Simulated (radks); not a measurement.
Results of a calculation; reference values are marked as such.
Q: Valence configurations of the chlorine ion Cl+ (all share [Ne]). Code: a radial shooting solver on a logarithmic mesh with Libxc functionals. Model: scalar-relativistic Kohn-Sham, PBE, spin-unpolarised, spherical densities, finite nucleus; Fermi nuclear charge, rms radius 3.3654 fm. Order these by energy: 3s2 3p4; 3p6; 3s0.5 3p5.5; 3s1.5 3p4.5; 3s1 3p5.

A: From the lowest, in eV above it: 3s2 3p4 0.000; 3s1.5 3p4.5 6.344; 3s1 3p5 12.709; 3s0.5 3p5.5 19.093; 3p6 25.496. NIST lists [Ne] 3s2 3p4 as the ground configuration; this level of theory agrees among the configurations tried. The energies are those of spherical spin-averaged densities, not of single terms.
